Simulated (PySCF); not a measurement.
Excitations are Tamm–Dancoff values on a coarser integration grid. The basis has no diffuse functions, so Rydberg states are missing or too high.

Cartesian coordinates (Å):
```xyz
10

C     -1.4198    -0.4334    -0.0987
C     -0.3123     0.3581     0.5554
O     -0.5090     1.0479     1.5327
Si     1.4890     0.2389    -0.1546
H     -2.3491    -0.3240     0.4596
H     -1.5588    -0.0880    -1.1273
H     -1.1385    -1.4891    -0.1580
H      1.4668     0.0762    -1.6289
H      2.2285     1.4582     0.2263
H      2.1253    -0.9607     0.4403
```
Charge 0, multiplicity 1.

Predict the S1 excitation (TDA), S1 oscillator strength, total energy, LUMO and S1–T1 gap (TDA) from PySCF with PBE-D3(BJ)/def2-TZVP // B3LYP-D3(BJ)/def2-TZVP.


```
Quantity                      Result
----------------------  ------------
S1 excitation (TDA)          3.44 eV
S1 oscillator strength         0.002
total energy            -444.2520 Ha
LUMO                        -2.37 eV
S1–T1 gap (TDA)              0.71 eV
```
